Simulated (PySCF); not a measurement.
## Nitrogen: a sound run and one with changed settings

Sound run: N⁺ [He] 2s2 2p2, N²⁺ [He] 2s2 2p1. All numbers are calculated (PySCF 2.14, the non-relativistic Hamiltonian (point nucleus), in aug-cc-pVDZ). The sound run starts from symmetry-adapted Hartree-Fock orbitals and uses a fine grid where one is needed.

Changed run: initial guess atom, at most 3 SCF cycles. This setting is unsound on purpose.

| species | method | sound run (hartree) | changed run (hartree) | converged |
| --- | --- | --- | --- | --- |
| N⁺ | UHF | -53.88126 | -53.88070 | no |
| N⁺ | LDA | -53.56872 | -53.56872 | no |
| N⁺ | r2SCAN | -54.02542 | -54.02539 | no |
| N²⁺ | UHF | -52.80727 | -52.80701 | no |
| N²⁺ | LDA | -52.46306 | -52.46305 | no |
| N²⁺ | r2SCAN | -52.91667 | -52.91666 | no |

The SCF was stopped early; the energies are upper bounds that still move, and correlated levels were skipped or rest on poor orbitals.
